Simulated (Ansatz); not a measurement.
Basis-set extrapolation for C₂H₃BFN (`FB1C=NC1`) (PBE0-D4/def2-TZVP geometry, frozen core, the Gaussian-basis code of Ansatz). Multiplicity 1, RHF reference.

|  | def2-TZVPP | def2-QZVPP |
| --- | --- | --- |
| HF | -256.155042 | -256.166384 |
| MP2 correlation | -0.853485 | -0.917564 |
| CCSD(T) correlation | -0.911817 | not run |

Energies in hartree. Use E(X) = E(∞) + A·exp(−7.88·√X) for Hartree–Fock and E(X) = E(∞) + B·X^(−2.97) for correlation, with X = 3 and 4, and add CCSD(T) minus MP2 of the smaller set to the MP2 limit.

What is the CCSD(T) energy at the basis-set limit?

HF limit: -256.166384 + (-0.011342) × 0.13774 = -256.16795. MP2 limit: -0.917564 + (-0.064079) × 0.74074 = -0.96503. Higher-order term: -0.911817 − (-0.853485) = -0.05833. Total: -257.19131 hartree, 78.1 kcal/mol below CCSD(T)/def2-TZVPP.
